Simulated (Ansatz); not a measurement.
System: sum formula BNHBr₂ (charge 0, doublet). It need not be the lowest isomer of its formula. SMILES: BrB(Br)[NH]
Structure (B3LYP-D3(BJ)/def2-TZVP (Ansatz, a quantum-chemistry and plane-wave program) minimum search):
```xyz
5

N     -1.8035    -0.8832     0.3167
B     -0.5887    -0.2842     0.0673
Br    -0.4535     1.6403     0.1387
Br     0.9707    -1.3901    -0.2023
H     -2.5350    -1.1545    -0.3275
```
Charge 0, spin multiplicity 2.

Computed values are from Ansatz. Correlated levels leave the core frozen unless marked. UHF or UKS for open shells. Spin-orbit coupling is left out. The frozen core is the preceding noble-gas configuration, with the filled d and f shells of earlier blocks. No relativistic terms. CBS marks a two-point X^-3 extrapolation of the correlation energy; Hartree-Fock from the larger set (for Q and 5 zeta extrapolated as (X+1)exp(-9√X)).

Problem. What is the T1 diagnostic at CCSD/cc-pV5Z?

Solution. 0.017.

Problem. What is the dipole moment at CCSD(T)/aug-cc-pVDZ?

Solution. 1.73 D.

Problem. What is the total energy at CCSD(T)/CBS(cc-pVQZ,cc-pV5Z)?

Solution. -5225.4852 Eh.

Problem. What is the atomisation energy De at CCSD(T)/CBS(cc-pVQZ,cc-pV5Z)?

Solution. 1536.3 kJ/mol.
